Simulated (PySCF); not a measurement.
# 2-(trifluoromethyl)pyridine, C6H4F3N

Molfile (atoms numbered from 1):
```
C6H4F3N
     RDKit          3D

 14 14  0  0  0  0  0  0  0  0999 V2000
    2.6094   -0.7498   -1.2053 F   0  0  0  0  0  0  0  0  0  0  0  0
    2.1909   -0.0726   -0.1389 C   0  0  0  0  0  0  0  0  0  0  0  0
    2.6583    1.1773   -0.2434 F   0  0  0  0  0  0  0  0  0  0  0  0
    2.7498   -0.6225    0.9369 F   0  0  0  0  0  0  0  0  0  0  0  0
    0.6798   -0.0860   -0.0408 C   0  0  0  0  0  0  0  0  0  0  0  0
   -0.0532    1.0983   -0.0316 C   0  0  0  0  0  0  0  0  0  0  0  0
   -1.4406    1.0014    0.0584 C   0  0  0  0  0  0  0  0  0  0  0  0
   -2.0203   -0.2603    0.1341 C   0  0  0  0  0  0  0  0  0  0  0  0
   -1.1839   -1.3791    0.1180 C   0  0  0  0  0  0  0  0  0  0  0  0
    0.1373   -1.2959    0.0324 N   0  0  0  0  0  0  0  0  0  0  0  0
    0.4510    2.0629   -0.0939 H   0  0  0  0  0  0  0  0  0  0  0  0
   -2.0583    1.9025    0.0684 H   0  0  0  0  0  0  0  0  0  0  0  0
   -3.1030   -0.3832    0.2044 H   0  0  0  0  0  0  0  0  0  0  0  0
   -1.6073   -2.3880    0.1764 H   0  0  0  0  0  0  0  0  0  0  0  0
  1  2  1  0
  2  3  1  0
  2  4  1  0
  2  5  1  0
  5  6  2  0
  6  7  1  0
  7  8  2  0
  8  9  1  0
  9 10  2  0
 10  5  1  0
  6 11  1  0
  7 12  1  0
  8 13  1  0
  9 14  1  0
M  END
```

Computed, not measured: quadratic response CAM-B3LYP/aug-cc-pVDZ first hyperpolarisability, Taylor convention, gas phase (PySCF 2.14.0). Geometry: PBE0-D3(BJ)/def2-SVP.

**Question.** Give the tensor of the static β(0;0,0) in the axes of these coordinates.

**Answer.** In au, Taylor convention; rows are the first index (the induced dipole):
|  | xx | yy | zz | xy | xz | yz |
| --- | --- | --- | --- | --- | --- | --- |
| x | +106.4 | +26.9 | +44.8 | +6.8 | -1.4 | -0.7 |
| y | +6.8 | +0.5 | -13.2 | +26.9 | -0.7 | -3.1 |
| z | -1.4 | -3.1 | -7.0 | -0.7 | +44.8 | -13.2 |

Norm of βᵢ = ⅓ Σⱼ (βᵢⱼⱼ + βⱼᵢⱼ + βⱼⱼᵢ): 178.5 au, hyper-Rayleigh value 66.0 au.
